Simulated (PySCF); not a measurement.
**MHCl across group 14**

Level: PBE0, basis family def2-TZVP, scalar-relativistic core potentials from Rb on and no relativity for lighter atoms.

Each entry is the lowest minimum that a search over a few typed start shapes (and spin states, where more than one is plausible) found, or that minimum re-optimised at the stated level; isomers with ligand–ligand bonds, or fragments after loss of a ligand pair, can lie lower. Open shells are unrestricted; no spin–orbit coupling; PySCF with density fitting.

```json
{"molecule": "SiHCl", "2S+1": "1", "point group": "Cs", "mean bond to the central atom (Å)": "1.803", "gap (eV)": "4.02", "lowest ω (cm⁻¹)": "527", "polar-tensor charge of the central atom": "0.72", "atomisation (kJ/mol)": "732"}
{"molecule": "GeHCl", "2S+1": "1", "point group": "Cs", "mean bond to the central atom (Å)": "1.892", "gap (eV)": "4.11", "lowest ω (cm⁻¹)": "404", "polar-tensor charge of the central atom": "0.79", "atomisation (kJ/mol)": "682"}
{"molecule": "SnHCl", "2S+1": "?", "point group": "?", "mean bond to the central atom (Å)": "?", "gap (eV)": "?", "lowest ω (cm⁻¹)": "?", "polar-tensor charge of the central atom": "?", "atomisation (kJ/mol)": "?"}
```

**Question.** Fill in the row of SnHCl.

**Answer.** 2S+1: 1; point group: Cs; mean bond to the central atom (Å): 2.074; gap (eV): 3.96; lowest ω (cm⁻¹): 349; polar-tensor charge of the central atom: 0.90; atomisation (kJ/mol): 641.

Left out of the table are members whose search was unfinished or whose lowest solution was spin-contaminated, unstable, very soft or bonded differently.
